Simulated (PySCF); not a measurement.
## Ionisation energy of Ar⁺ by level of theory

Ar⁺ [Ne] 3s2 3p5 (2P) → Ar²⁺ [Ne] 3s2 3p4 (3P), as a difference of total energies. All numbers are calculated (PySCF 2.14, no relativity, point nucleus, in def2-TZVP (5s5p2d1f, 37 functions)). Correlated levels: valence: [Ne] frozen. The calculations carry no spin-orbit coupling.

```csv
method,ionisation energy (eV)
UHF,26.374
B3LYP,27.724
PBE0,27.620
MP2 (valence),27.334
SCS-MP2 (valence),27.328
CCSD (valence),27.300
CCSD(T) (valence),27.333
```

Question: How much does correlation contribute at CCSD(T) (valence)?

Answer: 27.333 − (26.374) = 0.959 eV, measured against UHF.

The reference lies between the lowest fine-structure levels, while these numbers refer to the centres of the terms.

Errors of the correlated levels include the incompleteness of this basis and the frozen core.

For comparison: 27.630 eV (measured; NIST Atomic Spectra Database, ionization energies).
